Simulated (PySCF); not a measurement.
## H3GeS2, SMILES `[SH][GeH][SH]` (H–S–Ge–S torsion -176°, S–Ge–S–H torsion 54°) (charge 0, multiplicity 2)

Method: r2SCAN-D4/def2-TZVP (PySCF).

The highest occupied spin orbital is -5.38 eV and the dipole moment comes out as 0.279 e·Å. The total energy is -2875.1745 Ha and the cost is around 12 core-minutes (rough).

```xyz
6

S      1.5408    -0.7451    -0.1369
Ge    -0.1440     0.6985     0.1858
S     -2.0188    -0.4663    -0.0759
H      2.4919     0.1600     0.1568
H     -0.1975     1.7535    -0.9574
H     -1.6724    -1.4004     0.8275
```
Charge 0, spin multiplicity 2.
